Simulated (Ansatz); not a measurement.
cyclo-(H2SiNH)2 (Si₂N₂H₆). Charge 0, multiplicity 3. Geometry PBE-D4/def2-SVP, that of the neutral singlet; atoms count from 1.

Cartesian coordinates in Å:
```
Si 0.127 -0.037 1.271
H 1.402 0.171 2.053
H -0.968 -0.296 2.277
N -0.266 1.184 0.061
Si -0.127 0.036 -1.271
H 0.968 0.296 -2.277
H -1.402 -0.171 -2.053
N 0.266 -1.184 -0.061
H -0.836 2.024 0.142
H 0.836 -2.024 -0.142
```

At PBE0-D4/def2-TZVP a singlet of charge 0 lies 5.25 eV below the triplet at the same geometry.

Problem. Estimate the Mulliken populations from the PBE0/def2-TZVP orbitals of Ansatz.

Solution. 
```
atom  charge (e)  spin (α − β)
 Si1        0.01          0.62
  H2        0.04          0.10
  H3        0.04          0.10
  N4       -0.33          0.19
 Si5        0.01          0.62
  H6        0.04          0.10
  H7        0.04          0.10
  N8       -0.33          0.19
  H9        0.24          0.00
 H10        0.24          0.00
```
Mulliken values depend strongly on the basis.

Problem. Where does the spin sit?

Solution. Summed by element: Si 1.23, H 0.39, N 0.38, of 2 unpaired in all. Largest on single atoms: Si5 0.62, Si1 0.62, N8 0.19.

Problem. And the Mayer bond orders between heavy atoms (over 0.3)?

Solution. Si1–N4 0.88 (1.76 Å); Si1–Si5 0.63 (2.56 Å); Si1–N8 0.88 (1.76 Å); N4–Si5 0.88 (1.76 Å); Si5–N8 0.88 (1.76 Å).
